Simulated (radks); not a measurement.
Problem. These are the eigenvalues of the occupied orbitals of an atom or ion with whole-number occupations (hartree). Calculated with a radial shooting solver on a logarithmic mesh with Libxc functionals: scalar-relativistic Kohn-Sham, r2SCAN, spin-polarised, spherical densities, finite nucleus; meta-GGA in the generalised Kohn-Sham scheme; Fermi nuclear charge, rms radius of each element as measured or else 0.836 A^(1/3) + 0.57 fm.

| orbital | eigenvalue |
|---|---|
| 1s up | -2326.746 |
| 1s down | -2326.745 |
| 2s up | -397.0086 |
| 2s down | -397.0072 |
| 2p up | -349.1767 |
| 2p down | -349.1755 |
| 3s down | -90.34431 |
| 3s up | -90.34377 |
| 3p down | -75.91950 |
| 3p up | -75.91911 |
| 3d up | -58.57688 |
| 3d down | -58.57653 |
| 4s up | -18.20880 |
| 4s down | -18.20851 |
| 4p up | -13.45504 |
| 4p down | -13.45480 |
| 4d up | -7.22319 |
| 4d down | -7.22249 |
| 5s up | -2.35583 |
| 5s down | -2.34368 |
| 5p up | -1.25592 |
| 5p down | -1.23677 |
| 4f up | -0.40222 |
| 4f down | -0.39731 |
| 6s up | -0.22921 |
| 5d up | -0.11405 |
| 6p up | -0.08794 |

Which element is it, and in what charge state? The configuration may be excited. Open shells, if any, are filled with parallel spins first.

Solution. Z = 71, lutetium, charge 0: Lu in [Xe] 4f14 5d1 6s1 6p1. The list shows which subshells hold electrons but not how many an open one holds; the 1s level, -2326.7 hartree, gives Z - s = 68.2 by -(Z - s)^2/2, which with screening and relativity narrows Z to a few neighbours, and the depths of the outer levels then fix element, charge and occupations together.
